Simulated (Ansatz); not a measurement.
Job for Ansatz (a quantum-chemistry and plane-wave program): R-CCSD(T)/cc-pV(T+d)Z on CH5Al (SMILES [CH3][AlH2]), atoms moved off the minimum. Files ending in .json are basis or fitting sets from the Basis Set Exchange.

Ansatz 0.2 input:
```yaml
crystal:
  periodic: [false, false, false]
  atoms:
    - {symbol: Al, position_ang: [0.05354741, -0.39110345, -0.48227508]}
    - {symbol: H, position_ang: [-1.36721892, -0.46952523, -1.50828304]}
    - {symbol: H, position_ang: [1.35740411, -0.95004295, -1.32601049]}
    - {symbol: C, position_ang: [-0.11594923, 0.47192060, 0.98848913]}
    - {symbol: H, position_ang: [-0.07514940, 1.65380453, 0.88306431]}
    - {symbol: H, position_ang: [0.85532644, 0.48340263, 1.67192881]}
    - {symbol: H, position_ang: [-0.81195136, 0.22258286, 1.71072390]}
basis:
  gaussian:
    orbitals: cc-pV_T+d_Z.json
magnetization: {spin_polarized: false}
correlation: {method: ccsd_t, electrons: outside_noble_gas}
scf: {lower_state_search: off}
output: {forces: true}
```

Program output:

```
WARN ansatz: RAYON_NUM_THREADS=1 ignored (pool sized by the plan → 1); use --threads N
Functional definition: HF
these checks for a lower state are left out or cut short: starts, cluster_reference, orbital_swaps, neighbouring_geometries, increment
integrals: 0.28 GiB planned
782 factors; integrals over basis functions are off by at most 8.0e-4 eV
mean field: 0.25 GiB planned
mean field evaluation 1: about -7689.6265 eV, gradient 2.6e1 eV
mean field evaluation 2: about -7689.6260 eV, gradient 2.6e1 eV
mean field evaluation 4: about -7691.4248 eV, gradient 2.2e0 eV
mean field evaluation 8: about -7691.4479 eV, gradient 5.0e-4 eV
mean field -7691.44788169 eV, -282.6554962015 hartree, gradient 3.5e-6 eV, S^2 0.000000; 0 other end points of the search recorded, 0 dependent functions left out
6 core orbitals not correlated
reference -7691.44788169 eV, -282.6554962015 hartree; 6, 6 occupied and 127, 127 virtual orbitals, 782 factors
densities: 1.17 GiB planned
second order -7.45243834 eV of doubles, -0.00000000 eV of singles
coupled cluster: 0.70 GiB planned
cycle   1  -8.06396695 eV  change   -6.1e-1 eV  update   6.4e-2
cycle   2  -8.33997385 eV  change   -2.8e-1 eV  update   2.1e-2
cycle   3  -8.36349741 eV  change   -2.4e-2 eV  update   6.2e-3
cycle   4  -8.36215279 eV  change    1.3e-3 eV  update   1.9e-3
cycle   5  -8.36204505 eV  change    1.1e-4 eV  update   5.1e-4
cycle   6  -8.36194970 eV  change    9.5e-5 eV  update   1.8e-4
cycle   7  -8.36193541 eV  change    1.4e-5 eV  update   6.2e-5
cycle   8  -8.36194853 eV  change   -1.3e-5 eV  update   2.6e-5
cycle   9  -8.36194495 eV  change    3.6e-6 eV  update   9.9e-6
cycle  10  -8.36194356 eV  change    1.4e-6 eV  update   3.5e-6
perturbative correction -0.26593854 eV, -0.0097730610 hartree
the calculation of the forces begins
Total energy: -7700.07576379 eV, -282.9725650204 hartree
Atom 0 at     0.053547    -0.391103    -0.482275 Å, force    -0.522248    -2.858412    -6.915266 eV/Å
Atom 1 at    -1.367219    -0.469525    -1.508283 Å, force     1.122726    -0.068499     0.952357 eV/Å
Atom 2 at     1.357404    -0.950043    -1.326010 Å, force    -0.386915     0.236817     0.729367 eV/Å
Atom 3 at    -0.115949     0.471921     0.988489 Å, force     3.907163     5.666829     5.530409 eV/Å
Atom 4 at    -0.075149     1.653805     0.883064 Å, force    -0.767758    -2.134248    -0.209985 eV/Å
Atom 5 at     0.855326     0.483403     1.671929 Å, force    -1.348596    -0.556985    -1.313931 eV/Å
Atom 6 at    -0.811951     0.222583     1.710724 Å, force    -2.004371    -0.285503     1.227048 eV/Å
Dipole moment:     0.118981     0.100267     0.442777 e Å
Checks for a lower state left out: starts, cluster_reference, orbital_swaps, neighbouring_geometries, increment
```

The calculation finished and met its thresholds.

Cost: about 60 core-seconds (a rough figure).
